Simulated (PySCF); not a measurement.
Ions at one geometry of Tl(OH)3(H2O)

PySCF 2.14.0, RKS PBE0, Tl def2-SVP with ECP60, O def2-SVP, H def2-SVP; non-relativistic Hamiltonian with scalar-relativistic core potentials where named; density fitting; no spin-orbit coupling; singlets restricted, open shells unrestricted. The geometry is relaxed for charge 0, singlet, vacuum:

```xyz
10

Tl   -0.0205   -0.5006    0.1635
O     0.4267    1.4738    0.8608
H     1.3672    1.6505    0.7325
O    -1.3543   -1.6812    1.2060
H    -1.7663   -1.1069    1.8664
O     1.2849   -0.9392   -1.3900
H     1.2121   -1.8834   -1.5831
O    -1.3178    1.2409   -1.0541
H    -0.7258    1.7793   -0.4679
H    -0.9537    1.3373   -1.9431
```

Energies count from the relaxed state; an electron taken off or put on is at rest in vacuum. Charges and spins are Mulliken's.

```tsv
state	energy (eV)	spin squared	charge on Tl1 (e)	spin on Tl1 (e)	dipole about the centre of mass (D)
charge 0, singlet, vacuum	0.00	0.00	0.71	0.00	1.26
charge +1, doublet, vacuum	10.21	0.78	0.88	-0.07	3.45
```

What does the state charge -1, doublet, vacuum give?

energy (eV) -0.31, spin squared 0.75, charge on Tl1 (e) 0.24, spin on Tl1 (e) 0.47, dipole about the centre of mass (D) 1.68.

With an electron taken off (doublet) the charges change, summed by element, by Tl +0.16 e, O +0.61 e, H +0.22 e. The vertical ionisation energy is 10.21 eV, against −ε(HOMO) = 8.10 eV of the relaxed state. The level lies 2.1 eV too high, as is usual for semilocal functionals and global hybrids, which keep a self-interaction error.

With an electron put on (doublet) the charges change, summed by element, by Tl -0.47 e, O -0.17 e, H -0.35 e. The vertical electron affinity is 0.31 eV, against −ε(LUMO) = 2.34 eV of the relaxed state. The basis has no diffuse functions, which an added electron needs. The added electron's level lies above zero.

Open shells may have lower solutions than those found.
